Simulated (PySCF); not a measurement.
## Spinor energies of Pr⁵⁷⁺ (praseodymium, charge +57)

Start: 1s2. Calculated with PySCF 2.14 in an even-tempered Gaussian basis (15 s from 150 bohr⁻², ratio 2.4; 11 p from 200 bohr⁻², ratio 2.4; 3 d from 620 bohr⁻², ratio 2.6; 3 f from 930 bohr⁻², ratio 2.6): generalised Hartree-Fock with the X2C-1e Hamiltonian and a Gaussian nucleus; one run each with spin-orbit coupling (SO) switched off, then screened by Boettger's factors.

```tsv
spinor shell	electrons	ε, spin-free (eV)	ε, screened SO (eV)	weight of nominal j (screened SO)	rms radius, screened SO (bohr)
1s1/2	2	-48667.4	-48667.4	1.000	0.0273
```

| quantity | spin-free | screened SO |
| --- | --- | --- |
| E (hartree) | -3617.83831 | -3617.83831 |
| M_J | 0 | 0 |
| ⟨J²⟩ | 0.000 | 0.000 |
| ⟨L²⟩ | 0.000 | 0.000 |
| ⟨S²⟩ | 0.000 | 0.000 |

Breit and QED terms are absent; they matter most for the inner s and p1/2 levels.

Densities and radii are taken from the X2C orbitals without a picture-change correction, which distorts them close to the nucleus.

Without spin-orbit coupling the j labels of p, d and f shells carry no meaning; the spin-free column gives the mean over the occupied spinors of each nl shell.
